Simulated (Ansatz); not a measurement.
Ansatz (a program for electronic structure) input (CCSD(T)/def2-TZVPPD):
A basis named .json is the Basis Set Exchange file of that set.

Ansatz 0.2 input:
```yaml
crystal:
  periodic: [false, false, false]
  atoms:
    - {symbol: Au, position_ang: [-0.00000000, -0.00000000, -0.38970877]}
    - {symbol: O, position_ang: [0.00000000, 0.00000000, 2.67694241]}
    - {symbol: C, position_ang: [0.00000000, 0.00000000, 1.56190893]}
basis:
  gaussian:
    orbitals: def2-TZVPPD.json
total_charge: 1
magnetization: {spin_polarized: false}
correlation: {method: ccsd_t, electrons: outside_noble_gas}
```

End of the output:

```
integrals: 0.26 GiB planned
895 factors; integrals over basis functions are off by at most 1.3e-3 eV
mean field: 0.38 GiB planned
mean field evaluation 1: about -6725.3155 eV, gradient 5.3e1 eV
mean field evaluation 2: about -6725.3219 eV, gradient 5.3e1 eV
mean field evaluation 4: about -6729.8782 eV, gradient 5.0e0 eV
mean field evaluation 8: about -6729.9507 eV, gradient 4.2e-1 eV
mean field evaluation 16: about -6725.3155 eV, gradient 5.3e1 eV
mean field -6729.95188048 eV, -247.3211698824 hartree, gradient 1.9e-6 eV, S^2 0.000000; 0 other end points of the search recorded, 0 dependent functions left out
6 core orbitals not correlated
reference -6729.95188048 eV, -247.3211698824 hartree; 10, 10 occupied and 120, 120 virtual orbitals, 895 factors
second order -19.78870581 eV of doubles, -0.00000000 eV of singles
coupled cluster: 0.52 GiB planned
cycle   1  -18.25660520 eV  change     1.5e0 eV  update   1.2e-1
cycle   2  -18.81420478 eV  change   -5.6e-1 eV  update   4.0e-2
cycle   3  -18.94614553 eV  change   -1.3e-1 eV  update   2.1e-2
cycle   4  -18.91929030 eV  change    2.7e-2 eV  update   8.3e-3
cycle   5  -18.91303365 eV  change    6.3e-3 eV  update   4.1e-3
cycle   6  -18.91670265 eV  change   -3.7e-3 eV  update   1.8e-3
cycle   7  -18.91595128 eV  change    7.5e-4 eV  update   8.0e-4
cycle   8  -18.91526861 eV  change    6.8e-4 eV  update   2.5e-4
cycle   9  -18.91543364 eV  change   -1.7e-4 eV  update   9.2e-5
cycle  10  -18.91546383 eV  change   -3.0e-5 eV  update   3.5e-5
cycle  11  -18.91542088 eV  change    4.3e-5 eV  update   1.5e-5
cycle  12  -18.91545213 eV  change   -3.1e-5 eV  update   5.1e-6
cycle  13  -18.91545006 eV  change    2.1e-6 eV  update   1.9e-6
perturbative correction -0.90651290 eV, -0.0333137345 hartree
Total energy: -6749.77384344 eV, -248.0496135854 hartree
```
